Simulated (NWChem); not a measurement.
System: MoH6O2; SMILES [OH][MoH4][OH]

NWChem input:

```
start job
memory heap 200 mb stack 900 mb global 1100 mb
geometry units angstroms noautoz
  Mo    -0.000000     0.137274    -0.173137
  O     -1.695092    -0.030697     0.603412
  H     -2.527679    -0.412090     0.305789
  O      1.695092    -0.030697     0.603412
  H      2.527679    -0.412090     0.305789
  H      0.833784    -0.219205    -1.545989
  H     -0.000000    -1.391719    -0.763007
  H      0.000000     1.369702    -1.303136
  H     -0.833783    -0.219204    -1.545989
end
basis spherical
  * library def2-svp
end
ecp
  Mo library def2-ecp
end
dft
  xc xpbe96 cpbe96
  iterations 150
  mulliken
end
task dft energy
```

All runs use the structure optimised with PBE0/def2-SVP. def2 effective core potentials on Mo; no spin-orbit coupling.

**Question.** What results follow from this input? (PBE/def2-SVP with def2 effective core potentials on Mo.) Quantities: energy (Ha); highest occupied level (eV); orbital gap (eV); dipole (D).

**Answer.** 
- energy (Ha) = -222.00
- highest occupied level (eV) = -6.27
- orbital gap (eV) = 3.28
- dipole (D) = 1.17
